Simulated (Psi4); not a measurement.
Pair of molecules, SMILES [SiH4] with SMILES FCF, pulled apart as rigid monomers along the line of their centres of mass from the B3LYP-D3(BJ)/def2-TZVP minimum (SMILES order as in the coordinates).
Starting geometry (charge 0, multiplicity 1):
| atom | x (Å) | y (Å) | z (Å) |
|---|---|---|---|
| Si | 0.2395 | -0.0475 | 0.1288 |
| H | -1.0134 | 0.2795 | 0.8484 |
| H | 0.5110 | -1.4968 | 0.2432 |
| H | 1.3596 | 0.7287 | 0.7005 |
| H | 0.0706 | 0.3069 | -1.3000 |
| F | 0.3538 | -0.7614 | 3.3533 |
| C | -0.4643 | 0.1383 | 3.9719 |
| F | 0.1200 | 1.3655 | 3.9079 |
| H | -0.5656 | -0.1492 | 5.0195 |
| H | -1.4126 | 0.1722 | 3.4342 |

These are SAPT0/jun-cc-pV(D+d)Z run with Psi4 values and carry that method's errors.

```tsv
Si1···F6 (Å)	electrostatics (meV)	exchange (meV)	induction (meV)	dispersion (meV)	total
2.99	[?]	245.0	-31.1	-79.8	9.6
3.30	-54.0	[?]	-12.1	-44.4	-29.3
3.78	-19.3	15.0	-3.5	-19.7	-27.6
4.58	-6.0	0.9	-0.8	-6.1	-12.1
5.88	-1.8	0.0	-0.2	-1.4	-3.3
```

Some entries are withheld; supply them.


- 3.30, exchange (meV): 81.1
- 2.99, electrostatics (meV): -124.5
